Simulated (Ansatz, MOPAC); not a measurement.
System: CH$_{3}$Se, charge 0, multiplicity 2. SMILES: C[Se]

Atoms: C1, Se2, H3, H4, H5. Bonds: C1-Se2, C1-H3, C1-H4, C1-H5.

Bond lengths (Å) and angles (degrees) optimised at PM6 with MOPAC; PM7 with MOPAC; MNDO with MOPAC; HF/STO-3G with Ansatz (a quantum-chemistry and plane-wave program), each started from the B3LYP-D3(BJ)/def2-TZVP structure (Ansatz) of the last column. A row stands for all coordinates that are equal there. No wavenumbers were computed at PM6, PM7, MNDO, HF/STO-3G, so these may be saddle points.

| coordinate | PM6 | PM7 | MNDO | HF/STO-3G | B3LYP-D3(BJ)/def2-TZVP |
|---|---|---|---|---|---|
| C1-Se2 | 1.919 | 1.909 | 1.925 | 1.927 | 1.953 |
| C1-H3 | 1.101 | 1.089 | 1.104 | 1.086 | 1.092 |
| C1-H4 | 1.098 | 1.085 | 1.102 | 1.085 | 1.087 |
| Se2-C1-H3 | 110.0 | 107.5 | 106.9 | 108.8 | 106.3 |
| Se2-C1-H4 | 112.5 | 110.4 | 109.9 | 111.5 | 110.5 |
| H3-C1-H4 | 106.8 | 109.3 | 110.0 | 108.1 | 109.0 |
| H4-C1-H5 | 107.9 | 110.0 | 110.2 | 108.7 | 111.4 |

Mean signed difference of all 4 bond lengths from B3LYP-D3(BJ)/def2-TZVP: PM6 -0.001 Å, PM7 -0.013 Å, MNDO 0.003 Å, HF/STO-3G -0.009 Å.
